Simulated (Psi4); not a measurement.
H₂O₄W (SMILES [O]=[W](=[O])([OH])[OH]), singlet, geometry from GFN2-xTB (such geometries of metal compounds can be far from the true shape) (core potentials on W). Base run: Psi4 1.11 with B3LYP/def2-SV(P).

Geometry (Å):
```xyz
7

W      0.0425     0.0001     0.0062
O      1.1623     0.7846    -0.9957
O      0.8344    -0.7795     1.2861
O     -0.9021    -1.2608    -0.9939
H     -1.1305    -2.0203    -1.5473
O     -1.1541     1.2555     0.6948
H     -1.5345     2.0135     1.1597
```
All else is at Psi4's defaults (density fitting).
Base energy -369.09656 Eh.

The base run was repeated with changes; each row names its change, and settings that it needs were set with it.

```
change                           ΔE vs base (mEh)  SCF cycles  grid points  basis functions        outcome
-------------------------------  ----------------  ----------  -----------  ---------------  -------------
base                                        0.000          12       152865               85      converged
scf_initial_accelerator = none              0.000          11       152865               85      converged
scf_initial_accelerator = ediis             0.000          12       152865               85      converged
guess = sadno                               0.000          14       152865               85      converged
basis_guess = true                              -           -            -                -  input refused
dft_radial_scheme = becke                  -0.003          12       136683               85      converged
dft_radial_points = 50                      0.050          12       103145               85      converged
level_shift = 0.3                           0.000          11       152865               85      converged
dft_nuclear_scheme = becke                 -0.748          12       151857               85      converged
df_basis_scf = cc-pvqz-jkfit                    -           -            -               85  input refused
e_convergence = 1e-10                       0.000          14       152865               85      converged
dft_radial_scheme = multiexp               -0.005          12       157789               85      converged
guess = core                                0.000          12       152865               85      converged
```

- basis_guess = true: ended with `psi4.driver.qcdb.exceptions.BasisSetNotFound: BasisSet::construct: Unable to find a basis set for atom 1 for key BASIS among:`
- df_basis_scf = cc-pvqz-jkfit: ended with `psi4.driver.qcdb.exceptions.BasisSetNotFound: BasisSet::construct: Unable to find a basis set for atom 1 for key JKFIT among:`
